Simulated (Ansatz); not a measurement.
Total energies of Se(CN)2 (C₂SeN₂) from Ansatz at PBE-D4/def2-TZVPD, gas phase (1 Eh = 27.2114 eV = 2625.5 kJ/mol). The reference geometry is relaxed at PBE0-D4/def2-SVP.

Cartesian coordinates in Å:
```
Se -0.0721 0.3491 1.2086
C 0.2305 1.3117 -0.3284
N 0.4274 1.9960 -1.2445
C -0.2345 -1.2922 0.3959
N -0.3513 -2.3645 -0.0315
```

```csv
state,geometry,energy (Eh)
charge 0 singlet,reference,-2586.70720
charge -1 doublet,reference,-2586.72480
free Se atom (triplet),–,-2401.12538
free C atom (triplet),–,-37.79605
free N atom (quartet),–,-54.53224
```

(1) Work out the vertical electron affinity, to the doublet.

(2) What is the binding energy per atom against free atoms?

(1) E(charge 0 singlet) − E(charge -1 doublet) = -2586.70720 − (-2586.72480) = 0.01760 Eh = 0.48 eV.

(2) Atoms: 1 × (-2401.12538) + 2 × (-37.79605) + 2 × (-54.53224) = -2585.78196 Eh. Binding: -2585.78196 − (-2586.70720) = 0.92524 Eh = 25.18 eV, or 5.04 eV for each of 5 atoms (no zero-point energy, no counterpoise term).

At PBE-D4/def2-TZVPD the highest occupied level of the charge -1 doublet lies above zero (up to 2.09 eV). By energy differences its removal costs 0.48 eV (vertical, to the charge 0 singlet, at PBE-D4/def2-TZVPD); a positive level beside a positive removal energy at the same level points to self-interaction error.
